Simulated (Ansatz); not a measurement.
System: bis(prop-2-enyl)borinic acid, C$_{6}$H$_{11}$BO, charge 0, multiplicity 1. 
Coordinates optimised at B3LYP-D3(BJ)/def2-TZVP (Ansatz, a program for electronic structure):
```xyz
19

C      2.6472     1.5561     1.4393
C      1.6666     0.6691     1.5620
C      1.4977    -0.5579     0.7202
B      0.2099    -0.5519    -0.1959
O      0.3112    -1.1214    -1.4226
C     -1.1659     0.1094     0.2648
C     -2.3427    -0.3560    -0.5291
C     -2.7598     0.1748    -1.6766
H      2.6985     2.4351     2.0686
H      3.4357     1.4310     0.7056
H      0.9025     0.8439     2.3154
H      1.3905    -1.4333     1.3792
H      2.3872    -0.7374     0.1118
H     -0.5290    -1.0958    -1.9063
H     -1.0222     1.1910     0.1444
H     -1.3221    -0.0521     1.3346
H     -2.8468    -1.2459    -0.1607
H     -2.3005     1.0669    -2.0893
H     -3.5913    -0.2455    -2.2270
```

Total electronic energies in hartree. Correlated levels leave the core frozen unless marked. Spin-orbit coupling is left out. No relativistic terms. Basis-set limits of correlation are two-point, X^-3; Hartree-Fock from the larger set. [CCSD(T)-MP2]/basis is that difference in the basis named.

```csv
level,program,energy (Eh)
HF/cc-pVTZ,Ansatz,-333.30480
SVWN5/def2-TZVPD,Ansatz,-332.46011
PBE-D4/def2-TZVPD,Ansatz + dftd4,-335.04579
BLYP-D4/def2-TZVPD,Ansatz + dftd4,…
revPBE-D4/def2-TZVPD,Ansatz + dftd4,-335.42372
PBE0/def2-TZVPD,Ansatz,-335.07196
BHLYP-D3(BJ)/def2-TZVPD,Ansatz + dftd3,-335.30414
HSE06/def2-TZVPD,Ansatz,-335.05241
LC-wPBE-D4/def2-TZVPD,Ansatz + dftd4,-335.27018
MP2/aug-cc-pVTZ,Ansatz,-334.66150
RI-MP2/aug-cc-pVQZ,Ansatz,-334.75633
RI-MP2/cc-pVTZ,Ansatz,-334.63711
SCS-MP2/6-31G*,Ansatz,-334.17957
SCS-MP2/aug-cc-pVDZ,Ansatz,-334.34223
"RI-MP2/CBS(aug-cc-pVTZ,aug-cc-pVQZ)+[CCSD(T)-MP2]/aug-cc-pVTZ",Ansatz,-334.9332
```

Q: What belongs in the gaps?

A: 
- BLYP-D4/def2-TZVPD, energy (Eh): -335.36430
